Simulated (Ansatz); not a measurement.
Gas-phase electronic energies from Ansatz, PBE0-D4/def2-TZVP geometries. CBS: MP2 limit from def2 TZ/QZ plus the TZ coupled-cluster correction, frozen cores. This one scheme is used for every species. def2 core potentials past Kr. For Ta outer-core shells are correlated without core-valence functions, which leaves a few kJ/mol of doubt a bond. One conformer a species, not always the lowest.

Reaction (formal hydrolysis of a Ta–F bond): `[OH][Ta]([OH])([F])([F])[F]` + H₂O → `[OH][Ta]([OH])([OH])([F])[F]` + H–F

```csv
species,MP2/CBS(def2) energy (Eh)
`[OH][Ta]([OH])([F])([F])[F]`,-508.08337
H₂O,-76.36589
`[OH][Ta]([OH])([OH])([F])[F]`,-484.05329
H–F,-100.38702
```

(1) Work out ΔE.

Largest T1 diagnostic among the species: 0.018.

Results:

(1) ΔE = (-484.05329) + (-100.38702) − (-508.08337) − (-76.36589) = 0.00895 Eh = +0.24 eV. CCSD(T)/CBS gives +0.27 eV.

In def2-TZVPP, CCSD(T) changes the Hartree–Fock value by −0.10 eV (the triples alone add −0.01 eV) and MP2 by −0.13 eV.
